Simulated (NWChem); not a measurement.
# C3H6Cl, doublet; SMILES C[C](Cl)C

Program: NWChem. Spin-unrestricted. Medium grid unless said otherwise, to which SCAN and Minnesota functionals are sensitive. In the optimisation the excess spin sits in a' (Cs, its own frame). All runs use the structure optimised with PBE0/def2-SVP, spin-unrestricted. No stability test was run on the SCF state.

### Question
Order these by “highest occupied level (eV)”, lowest first: B97-D/def2-SVP; B3LYP/def2-SVP; PW6B95/def2-SVP; M05-2X/def2-SVP.

### Answer
M05-2X/def2-SVP (-6.57), PW6B95/def2-SVP (-5.40), B3LYP/def2-SVP (-5.07), B97-D/def2-SVP (-4.01)
